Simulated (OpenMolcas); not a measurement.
## Ni2+: CASPT2 settings compared

```json
{
 "Program": "OpenMolcas 26.06",
 "Basis": "ANO-RCC-VDZP [5s4p2d1f]",
 "Scalar Hamiltonian": "DKH3, point nucleus",
 "Active space": "8 electrons in 5 orbitals (3d)",
 "State averaging": "2S+1 = 3 even, 10 roots; 2S+1 = 1 even, 15 roots kept (CI in the orbitals of an earlier block)",
 "Spin-orbit coupling": "RASSI with atomic mean-field integrals over the reference wave functions, term energies averaged over their components"
}
```

Methods on the same reference wave functions:
A. CASSCF
B. SS-CASPT2, IPEA 0 Eh, sigma1 regulariser 0.1 Eh (closed shells correlated: 3s 3p)
C. SS-CASPT2, IPEA 0.2 Eh, sigma1 regulariser 0.4 Eh (closed shells correlated: 3s 3p)
D. SS-CASPT2, IPEA 0.4 Eh, sigma1 regulariser 0.05 Eh (closed shells correlated: 2s 2p 3s 3p)

Energies in cm⁻¹ above 3d⁸ ³F₄, the measured ground level; measured values from Corliss and Sugar, J. Phys. Chem. Ref. Data 10, 197 (1981).

| Level | A | B | C | D | Measured |
| --- | --- | --- | --- | --- | --- |
| 3d⁸ ³F₄ | 0.0 | 0.0 | 0.0 | 0.0 | 0.0 |
| 3d⁸ ³F₃ | 1399 | 1400 | 1400 | 1400 | 1361 |
| 3d⁸ ³F₂ | 2356 | 2340 | 2340 | 2340 | 2270 |
| 3d⁸ ¹D₂ | 16789 | 13630 | 13740 | 13790 | 14032 |
| 3d⁸ ³P₂ | 20401 | 17430 | 17690 | 17840 | 16662 |
| 3d⁸ ³P₁ | 20790 | 17840 | 18110 | 18270 | 16978 |
| 3d⁸ ³P₀ | 21067 | 18100 | 18370 | 18530 | 17231 |
| 3d⁸ ¹G₄ | 26080 | 24280 | 24240 | 24220 | 23109 |
| 3d⁸ ¹S₀ | 62794 | 53230 | 53400 | 53380 | 52532 |

Deviations, from unrounded energies. A percentage is the sum of absolute deviations over the sum of measured energies, with the sign that they share, or ± where signs differ.

```
                        Against measurement  Levels      A     B     C     D
             mean absolute deviation (cm-1)       8   3400   610   710   760
      fine structure of the ground term (%)       2   +3.4  +2.9  +2.9  +2.9
other terms of the ground configuration (%)       6  +19.5  ±3.4  ±4.0  ±4.2
```

B lies closest to measurement on these levels and A furthest from it. The largest miss of B in the table is 3d⁸ ¹G₄, by +1200 cm-1. The ranking rests on the paired levels alone, and a cruder setting can come out closer through cancelling errors.

Among B to D the level of the table that moves most is 3d⁸ ³P₁, by 430 cm-1 (lowest in B, highest in D). Moves below CASPT2's spread within the term are not significant.

The mean deviations of B to D differ by less than CASPT2's widest spread within a term (1300 cm-1), so their order carries little weight.

From A to B the spin-free energies of the other terms of 3d⁸ shown, above ³F, scale by factors of 0.80 to 0.93, as is usual when dynamic correlation screens the repulsion within a d or f shell.

The lowest spin-free term lies below A's lowest term by 0.469 hartree in B, 0.464 hartree in C, 0.477 hartree in D.

Term energies are means over components that CASPT2 splits; among the terms shown or strongly mixed into the levels shown the widest spread is 1300 cm-1 (3d⁸ ³F, B). Some levels mix across a computed gap that differs much from the measured one, so their mixing is not that of the real levels. Terms from blocks run as CI alone lack orbitals of their own. Without dynamic correlation excited terms often stand tens of per cent too high (terms of higher spin than the ground term too low), and those without a measured partner can miss by more than the paired ones (holds for A). Measured partners are found by configuration, term and J. A level has none where our copy of the source lacks it or the pairing is in doubt (some pairs that miss far off the trend of their configuration count as doubtful), and it then counts in no deviation. Levels of configurations outside the active space are missing.
